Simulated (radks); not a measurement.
Problem. These are the eigenvalues of the occupied orbitals of an atom or ion with whole-number occupations (hartree). Method: scalar-relativistic Kohn-Sham, r2SCAN, spin-polarised, spherical densities, finite nucleus; meta-GGA in the generalised Kohn-Sham scheme; Fermi nuclear charge, rms radius of each element as measured or else 0.836 A^(1/3) + 0.57 fm; computed with a radial shooting solver on a logarithmic mesh with Libxc functionals.

| orbital | eigenvalue |
|---|---|
| 1s down | -406.5562 |
| 1s up | -406.5561 |
| 2s up | -53.47215 |
| 2s down | -53.43100 |
| 2p up | -46.97916 |
| 2p down | -46.94847 |
| 3s up | -8.89707 |
| 3s down | -8.83061 |
| 3p up | -6.87649 |
| 3p down | -6.80970 |
| 3d up | -3.57055 |
| 3d down | -3.50107 |
| 4f up | -0.68824 |

Which element is it, and in what charge state? The configuration may be excited. Open shells, if any, are filled with parallel spins first.

Solution. Z = 32, germanium, charge +4: Ge4+ in [Ar] 3d9 4f1. The list shows which subshells hold electrons but not how many an open one holds; the 1s level, -406.56 hartree, gives Z - s = 28.5 by -(Z - s)^2/2, which with screening and relativity narrows Z to a few neighbours, and the depths of the outer levels then fix element, charge and occupations together.
